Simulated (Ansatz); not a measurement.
Basis-set extrapolation for `C[SiH](Cl)S[SiH2]Cl` (PBE0-D4/def2-TZVP geometry, frozen core, Ansatz). Multiplicity 1, RHF reference.

```tsv
	def2-TZVPP	def2-QZVPP
HF	-1936.016946	-1936.073436
MP2 correlation	-0.973228	-1.059931
CCSD(T) correlation	-1.099476	not run
```

Energies in hartree. Use E(X) = E(∞) + A·exp(−7.88·√X) for Hartree–Fock and E(X) = E(∞) + B·X^(−2.97) for correlation, with X = 3 and 4, and add CCSD(T) minus MP2 of the smaller set to the MP2 limit.

Q: What is the CCSD(T) energy at the basis-set limit?

A: HF limit: -1936.073436 + (-0.056490) × 0.13774 = -1936.08122. MP2 limit: -1.059931 + (-0.086703) × 0.74074 = -1.12416. Higher-order term: -1.099476 − (-0.973228) = -0.12625. Total: -1937.33163 hartree, 565.0 kJ/mol below CCSD(T)/def2-TZVPP.
